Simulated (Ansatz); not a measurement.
Start from `C=C(F)C(F)F` and change one atom or group to get `FC/C=C(/F)C(F)F`.

Ansatz, PBE0-D4/def2-TZVP geometries, multiplicity 1. Each molecule was computed in one conformer, which needn't be the lowest.

| property | `C=C(F)C(F)F` |
| --- | --- |
| LUMO energy (ωB97M-V/def2-TZVPP) / eV | 1.71 |
| HOMO energy (B3LYP/def2-TZVPP) / eV | -8.01 |
| HOMO energy (PBE0/def2-TZVPP) / eV | -8.23 |
| HOMO energy (ωB97M-V/def2-TZVPP) / eV | -10.51 |
| HOMO–LUMO gap (PBE0/def2-TZVPP) / eV | 7.77 |
| size of the dipole moment (ωB97M-V/def2-TZVPP) / D | 1.56 |

Q: Give the same properties after the change, and the shifts. (Estimate.)

A: The calculation gave: 
```
                                          property  `FC/C=C(/F)C(F)F`  shift
             LUMO energy (ωB97M-V/def2-TZVPP) / eV               1.66  -0.05
               HOMO energy (B3LYP/def2-TZVPP) / eV              -7.84   0.17
                HOMO energy (PBE0/def2-TZVPP) / eV              -8.05   0.18
             HOMO energy (ωB97M-V/def2-TZVPP) / eV             -10.30   0.21
              HOMO–LUMO gap (PBE0/def2-TZVPP) / eV               7.52  -0.25
size of the dipole moment (ωB97M-V/def2-TZVPP) / D               3.78   2.22
```

With PBE0 the HOMO rises by 0.18 eV and the LUMO falls by 0.06 eV, so the gap narrows by about 0.24 eV. PBE moves the HOMO by 0.20 eV and ωB97M-V by 0.21 eV. The zero-point energy changes by 56.1 kJ/mol with +9 modes. Dipoles are sizes alone; their direction can turn.

B3LYP here is the variant with VWN-RPA as its local correlation; programs differ in this.
